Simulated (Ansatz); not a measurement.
Calculated with Ansatz (gas phase, PBE0-D4/def2-TZVP geometries, no zero-point term in ΔE). CBS: MP2 limit from def2 TZ/QZ plus the TZ coupled-cluster correction, frozen cores. Functionals use def2-TZVPP. HSE06 is defined as in plane-wave codes. For Sc, Ti outer-core shells are correlated without core-valence functions, which leaves a few kJ/mol of doubt a bond. Scalar relativity is left out up to krypton. Each species was taken in one conformer, which may not be the lowest.

`[CH3][Ti-]1([OH])([OH])[O]C=CC=[O+]1` + `[OH][Sc]([OH])[F]` → `[CH3][Ti-]1([OH])([F])[O]C=CC=[O+]1` + `[OH][Sc]([OH])[OH]`  (redistribution)

`[CH3][Ti-]1([OH])([OH])[O]C=CC=[O+]1`:

Cartesian coordinates in Å:
```
C -1.885 -1.233 -0.567
Ti 0.152 -0.990 -0.259
O 1.040 -1.581 -1.709
O 0.362 -2.361 0.894
O -0.086 0.867 -1.063
C 0.154 2.040 -0.684
C 0.703 2.381 0.548
C 1.044 1.387 1.451
O 0.889 0.144 1.282
H -2.195 -0.765 -1.503
H -2.127 -2.297 -0.570
H -2.401 -0.751 0.272
H 1.483 -2.433 -1.726
H 0.581 -2.349 1.826
H -0.089 2.841 -1.393
H 0.881 3.417 0.795
H 1.493 1.684 2.407
```

`[OH][Sc]([OH])[F]`:

```xyz
6

O     0.564    1.388    0.776
Sc    0.156   -0.351    0.254
O    -0.863   -0.725   -1.259
F     0.788   -1.765    1.277
H     0.743    2.297    0.996
H    -1.389   -0.843   -2.043
```

`[CH3][Ti-]1([OH])([F])[O]C=CC=[O+]1`:

```xyz
16

C    -1.195    1.338   -1.489
Ti   -1.145    0.032    0.115
O    -1.850    0.806    1.569
F    -2.512   -0.933   -0.480
O    -0.075   -1.650    0.158
C     1.155   -1.914    0.313
C     2.161   -0.986    0.511
C     1.851    0.371    0.587
O     0.699    0.852    0.460
H    -2.233    1.468   -1.804
H    -0.630    0.861   -2.298
H    -0.741    2.297   -1.240
H    -2.742    0.667    1.894
H     1.415   -2.978    0.289
H     3.182   -1.316    0.634
H     2.660    1.085    0.781
```

`[OH][Sc]([OH])[OH]`:

Cartesian coordinates in Å:
```
O 1.626 -0.813 0.448
Sc 0.000 0.000 0.000
O -1.540 -0.376 0.996
O -0.086 1.189 -1.444
H 2.531 -1.105 0.498
H -2.181 -0.702 1.620
H -0.350 1.806 -2.118
```

CCSD(T)/CBS gives +4.4 kJ/mol.

Question: Another level gave +6.2 kJ/mol. Which?
A. HSE06/def2-TZVPP
B. revPBE-D4/def2-TZVPP
C. HF/def2-TZVPP
D. BHLYP/def2-TZVPP

Answer: A. HSE06 6.2, BHLYP 1.8, HF/def2-TZVPP -2.8, revPBE-D4 11.5 kJ/mol.

Largest T1 diagnostic among the species: 0.023, so the coupled-cluster value is less sure than usual.

Leaving LDA and LC-ωPBE aside and taking each functional with its dispersion term where it has one, the values, not all of them listed here, spread over 8.5 kJ/mol, from BHLYP-D4 to revPBE-D4. In def2-TZVPP, CCSD(T) changes the Hartree–Fock value by +9.4 kJ/mol (the triples alone add +3.5 kJ/mol) and MP2 by +10.8 kJ/mol.

CCSD(T)/CBS has its own doubt, a few kJ/mol and more with outer-core shells, so smaller differences from it don't rank the levels.
